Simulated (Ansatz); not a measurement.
## Pulling the pair apart

The pair of H₂ (SMILES [H][H], atoms 1–2) and H₂Te (SMILES [TeH2], atoms 3–5), both closed shells, in one local arrangement (a lower one may exist), relaxed at PBE0-D4/def2-TZVP:

```tsv
atom	x (Å)	y (Å)	z (Å)
H1	0.0835	-0.3803	-2.5918
H2	-0.1212	-0.1841	-1.9001
Te3	-0.6770	0.5488	1.4858
H4	0.8993	1.0396	1.3615
H5	-0.1847	-1.0240	1.6446
```

H₂Te is shifted rigidly along the line between the mean atom positions of the two fragments (negative: closer). Counterpoise interaction energies in kcal/mol. Computed with Ansatz 0.2.0 (basis: def2-TZVPPD); correlated methods freeze the cores. Filled d shells of the heavier atoms are correlated. Core potentials replace the inner electrons of the atoms past krypton. The def2 sets are not built for correlating such inner shells, so the correlated values are less sure here.

```json
{"shift (Å)": "-0.35", "HF": "1.25", "MP2": "0.26", "PBE0-D4": "-0.29"}
{"shift (Å)": "-0.18", "HF": "0.71", "MP2": "-0.04", "PBE0-D4": "-0.47"}
{"shift (Å)": "0.00", "HF": "0.39", "MP2": "-0.19", "PBE0-D4": "-0.53"}
{"shift (Å)": "0.18", "HF": "0.19", "MP2": "-0.26", "PBE0-D4": "-0.52"}
{"shift (Å)": "0.42", "HF": "0.04", "MP2": "-0.27", "PBE0-D4": "-0.46"}
{"shift (Å)": "0.88", "HF": "-0.05", "MP2": "-0.21", "PBE0-D4": "-0.31"}
{"shift (Å)": "1.75", "HF": "-0.04", "MP2": "-0.10", "PBE0-D4": "-0.12"}
{"shift (Å)": "3.51", "HF": "-0.01", "MP2": "-0.02", "PBE0-D4": "-0.02"}
```

Problem. What does CCSD(T) give at these shifts? (To be estimated.)

Solution. By the calculation: 0.31, 0.00, -0.17, -0.24, -0.26, -0.20, -0.09, -0.02 kcal/mol. For zero shift, CCSD(T) at an estimated basis limit (MP2 extrapolated from triple and quadruple zeta, plus CCSD(T) − MP2 in triple zeta) gives -0.27 kcal/mol. These are counterpoise interaction energies, counted from the two frozen fragments.

The T1 diagnostic stays at or below 0.011.

For scale, one of the runs: CCSD(T)/def2-TZVPPD, 127 basis functions, launched by `ansatz run in.yaml --threads 2 --pin off --events-out ev --progress --plain --max-ram 5222MiB`. Time: 10 s of wall clock on 2 CPU threads of an Arm Neoverse V2; the host was shared. Peak host memory: 0.66 GiB.
